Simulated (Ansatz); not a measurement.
Ansatz (a program for electronic structure) input file for Cd(Me)(SiH3) (CH6CdSi), SMILES [CH3][Cd][SiH3], PBE0/def2-SVPD. Geometry: B3LYP-D3(BJ)/def2-SVP. The structure was generated by enumeration; whether it is a known compound was not checked. The def2 effective core potentials stand for the cores of Cd; spin–orbit coupling is left out.

Ansatz 0.2 input:
```yaml
crystal:
  periodic: [false, false, false]
  atoms:
    - {symbol: Cd, position_ang: [0.00000000, -0.00000000, -0.32801947]}
    - {symbol: C, position_ang: [-0.00000000, 0.00000000, -2.47519212]}
    - {symbol: H, position_ang: [-0.83143027, -0.61038225, -2.86140197]}
    - {symbol: H, position_ang: [0.94432166, -0.41484862, -2.86140197]}
    - {symbol: H, position_ang: [-0.11289139, 1.02523086, -2.86140196]}
    - {symbol: Si, position_ang: [-0.00000000, -0.00000000, 2.20552017]}
    - {symbol: H, position_ang: [1.35238086, -0.31346987, 2.76767022]}
    - {symbol: H, position_ang: [-0.94766331, -1.01446124, 2.76767022]}
    - {symbol: H, position_ang: [-0.40471757, 1.32793112, 2.76767022]}
basis:
  gaussian:
    orbitals: def2-SVPD
hamiltonian:
  xc: {name: PBE0}
```

Output:

```
WARN ansatz: RAYON_NUM_THREADS=1 ignored (pool sized by the plan → 1); use --threads N
Functional definition: PBE0
integrals: 0.05 GiB planned
1145 factors; their error is unknown
mean field: 0.47 GiB planned
mean field evaluation 1: about -13561.8550 eV, gradient 4.8e1 eV
mean field evaluation 2: about -13555.9324 eV, gradient 6.3e1 eV
mean field evaluation 4: about -13567.8309 eV, gradient 2.7e0 eV
mean field evaluation 8: about -13567.8466 eV, gradient 1.6e-2 eV
mean field evaluation 16: about -13568.0297 eV, gradient 3.8e-5 eV
mean field -13568.02967730 eV, -498.6158938999 hartree, gradient 3.8e-5 eV, S^2 0.000000; 0 other end points of the search recorded, 0 dependent functions left out
reference -13568.02971686 eV, -498.6158953537 hartree; 23, 23 occupied and 103, 103 virtual orbitals, 1145 factors
Total energy: -13568.02971686 eV, -498.6158953537 hartree
```

Self-consistency was reached.

Cost: about 2.9 core-seconds (a rough figure).
